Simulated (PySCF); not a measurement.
**How methods differ on the ionisation energy of Fe(19+)**

Fe(19+) [He] 2s2 2p3 [2p1/2^2 2p3/2^1, M_J = 3/2] → Fe(20+) [He] 2s2 2p2 [2p1/2^2, M_J = 0], as a difference of total energies. Calculation: PySCF 2.14, in an uncontracted even-tempered set (18 s from 4.6 bohr⁻², ratio 2.4; 11 p from 6 bohr⁻², ratio 2.4; 5 d from 24 bohr⁻², ratio 2.6; 5 f from 35 bohr⁻², ratio 2.6); the two-component X2C-1e Hamiltonian. Correlated levels: nothing frozen; the 30 highest virtual spinors dropped. "Screened" scales the spin-orbit matrix elements by Boettger's factors to mimic the two-electron term; Breit and QED terms are absent.

```csv
method,ionisation energy (eV)
GHF (spin-free),1585.0
GMP2 (spin-free),1585.0
GHF (screened spin-orbit),1578.1
GMP2 (screened spin-orbit),1577.6
```

The labels give the starting determinants; with spin-orbit coupling the two ends relaxed to ⟨J²⟩ = 3.76, ⟨L²⟩ = 0.20, ⟨S²⟩ = 3.49 and ⟨J²⟩ = 0.65, ⟨L²⟩ = 1.71, ⟨S²⟩ = 1.70.

The determinant of Fe(20+) mixes levels of different J (the jj label is only the starting occupation), so the difference between spin-free and spin-orbit rows is not the physical spin-orbit shift.

For comparison: 1575.6 ± 0.5 eV (measured; NIST Atomic Spectra Database, ionization energies).
